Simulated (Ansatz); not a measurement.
Ansatz (a program for electronic structure) input (B3LYP/LANL2DZ): The .json file is the Basis Set Exchange's LANL2DZ.

Ansatz 0.2 input:
```yaml
crystal:
  periodic: [false, false, false]
  atoms:
    - {symbol: N, position_ang: [-0.00019200, 0.02806200, -0.31965000]}
    - {symbol: O, position_ang: [1.09765700, -0.02347800, 0.13820500]}
    - {symbol: O, position_ang: [-1.09748900, -0.00107600, 0.14148900]}
basis:
  gaussian:
    orbitals: LANL2DZ.json
hamiltonian:
  xc: {name: B3LYP}
magnetization: {spin_polarized: true, initial_magnetization: 1}
relax: {f_tol: 0.003, max_steps: 120}
```

From the output:

```
reference -5579.36273394 eV, -205.0377986444 hartree; 12, 11 occupied and 15, 16 virtual orbitals, 467 factors
relax step   4: F+E_penalty+E_count = -5579.36261087 eV  Δ(F+E_penalty+E_count) = -4.075e-4 eV  max|allowed force component| = 1.140e-1 eV/Å  Δτ_max = 0.0055 Å  (34 SCF iters, accepted)
these checks for a lower state are left out or cut short: starts, cluster_reference, orbital_swaps, neighbouring_geometries, increment
integrals: 0.00 GiB planned
467 factors; integrals over basis functions are off by at most 2.7e-5 eV
mean field: 0.09 GiB planned
mean field -5579.36286042 eV, -205.0378032925 hartree, gradient 2.4e-5 eV, S^2 0.753872; 0 other end points of the search recorded, 0 dependent functions left out
the calculation of the forces begins
reference -5579.36298357 eV, -205.0378078180 hartree; 12, 11 occupied and 15, 16 virtual orbitals, 467 factors
relax step   5: F+E_penalty+E_count = -5579.36286042 eV  Δ(F+E_penalty+E_count) = -2.496e-4 eV  max|allowed force component| = 4.611e-3 eV/Å  Δτ_max = 0.0024 Å  (28 SCF iters, accepted)
these checks for a lower state are left out or cut short: starts, cluster_reference, orbital_swaps, neighbouring_geometries, increment
integrals: 0.00 GiB planned
467 factors; integrals over basis functions are off by at most 2.7e-5 eV
mean field: 0.09 GiB planned
mean field -5579.36286079 eV, -205.0378033062 hartree, gradient 1.2e-5 eV, S^2 0.753873; 0 other end points of the search recorded, 0 dependent functions left out
the calculation of the forces begins
reference -5579.36298394 eV, -205.0378078318 hartree; 12, 11 occupied and 15, 16 virtual orbitals, 467 factors
relax step   6: F+E_penalty+E_count = -5579.36286079 eV  Δ(F+E_penalty+E_count) = -3.725e-7 eV  max|allowed force component| = 1.859e-5 eV/Å  Δτ_max = 0.0001 Å  (24 SCF iters, accepted)
integrals: 0.00 GiB planned
467 factors; integrals over basis functions are off by at most 2.7e-5 eV
mean field: 0.09 GiB planned
mean field evaluation 64: about -5579.3629 eV, gradient 2.4e-3 eV
mean field -5579.36286079 eV, -205.0378033062 hartree, gradient 1.2e-5 eV, S^2 0.753873; 1 other end points of the search recorded, 0 dependent functions left out
the calculation of the forces begins
reference -5579.36298394 eV, -205.0378078318 hartree; 12, 11 occupied and 15, 16 virtual orbitals, 467 factors
Total energy: -5579.36298394 eV, -205.0378078318 hartree
Atom 0 at    -0.000203     0.029621    -0.337403 Å, force    -0.000000     0.000001    -0.000010 eV/Å
Atom 1 at     1.147382    -0.024765     0.147007 Å, force     0.000019    -0.000001     0.000005 eV/Å
Atom 2 at    -1.147203    -0.001348     0.150440 Å, force    -0.000019    -0.000000     0.000005 eV/Å
Dipole moment:    -0.000025     0.003625    -0.041296 e Å
```

The geometry given is a B3LYP-D3(BJ)/def2-TZVP minimum.
